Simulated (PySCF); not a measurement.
C2H6Be, SMILES C[CH2][BeH].

Geometry: PBE-D3(BJ)/def2-TZVP.

Method: HF/def2-TZVPD (PySCF).

Symmetry labels are those of the subgroup Cs that the program uses (full group Cs).

Computed valence orbital energies around the gap with their symmetry:
```
orbital  symmetry  energy (eV)
-------  --------  -----------
HOMO−7         A'       -27.15
HOMO−6         A'       -22.31
HOMO−5         A"       -15.93
HOMO−4         A'       -15.46
HOMO−3         A'       -13.55
HOMO−2         A"       -13.00
HOMO−1         A'       -12.57
HOMO           A'       -10.96
LUMO           A'         1.31
LUMO+1         A"         1.34
LUMO+2         A'         1.60
LUMO+3         A'         1.80
```
